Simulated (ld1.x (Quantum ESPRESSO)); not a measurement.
**What one change does to a pseudopotential (Cl, TM)**

Cl (Z = 17), norm-conserving Troullier–Martins (Kleinman–Bylander form), made with ld1.x (Quantum ESPRESSO) 7.5 (PBE, scalar-relativistic). Core [Ne], reference 3s2 3p3 (charge +2). Waves: 3p (bound): rc 1.10 bohr; 3d channel at 0.45 Ry: rc 1.20 bohr; 3s (bound): rc 1.35 bohr. Local part: the s channel. Core correction: Bessel-smoothed model core inside 1.00 bohr.

All-electron outer shells of the reference configuration (PBE, scalar-relativistic, ld1.x):

```
shell  level (eV)  outermost node (bohr)  outermost maximum (bohr)
   3s      -44.92                   0.55                      1.24
   3p      -31.68                   0.53                      1.36
```

Change: type PAW; waves now 3s (bound): rcut 1.15, rcutus 1.35 bohr; 3s channel at -3 Ry: rcut 1.15, rcutus 1.35 bohr; 3p (bound): rcut 0.95, rcutus 1.10 bohr; 3p channel at 0.05 Ry: rcut 0.95, rcutus 1.10 bohr; 3d channel at 0.45 Ry: rcut 1.05, rcutus 1.20 bohr; 3d channel at 1.1 Ry: rcut 1.05, rcutus 1.20 bohr; local potential all-electron potential smoothed inside 1.35 bohr (lloc = -1); augmentation PSQ, inside the norm-conserving radii.

Cutoffs: the cutoffs (Ry, on a coarse ladder) from which the occupation-weighted sum of valence levels, in a spherical-Bessel basis at the reference potential, stays within 10 and 1 mRy of its value at 400 Ry; they do not see the model core or the augmentation charge, which bear on the density cutoff. Errors are all-electron minus pseudo energies relative to the spin-unpolarised reference configuration.

Q: What does the change do?

A: The potential gets softer (80 Ry and 160 Ry → 35 Ry and 55 Ry); of the 7 tests that both files solve, the error grows in 0 and shrinks in 7 by more than 15 % and 0.3 meV (median size 26.5 → 1.0 meV); neither file shows a bound ghost. Several settings change at once here, so the effects cannot be laid on one of them.

```csv
quantity,base,changed
"cutoff, loose",80 Ry,35 Ry
"cutoff, tight",160 Ry,55 Ry
loose cutoff by channel (10 mRy a level),"p 70 Ry, s 30 Ry","s 15 Ry, p 15 Ry"
bound ghosts,none,none
"error for 3s2 3p5, meV [ΔE -39.32 eV]",+32,+0.8
"error for 3s2 3p4, meV [ΔE -25.45 eV]",+12,+0.7
"error for 3s2 3p2, meV [ΔE 38.31 eV]",+16,-8.2
"error for 3s2 3p5.3, meV [ΔE -41.46 eV]",+37,+1.1
"error for 3s2 3p1, meV [ΔE 90.55 eV]",+82,-40
"error for 3s2 3p4.5, meV [ΔE -33.74 eV]",+22,+0.6
"error for 3s1 3p6, meV [ΔE -27.17 eV]",+27,+1.0
s: phases at 1.51 bohr within 0.05 rad from the reference energy up to (Ry; the scan ends near 5),4.8,to the end of the scan
p: phases at 1.51 bohr within 0.05 rad from the reference energy up to (Ry; the scan ends near 5),to the end of the scan,4.4
d: phases at 1.51 bohr within 0.05 rad from the reference energy up to (Ry; the scan ends near 5),to the end of the scan,to the end of the scan
```
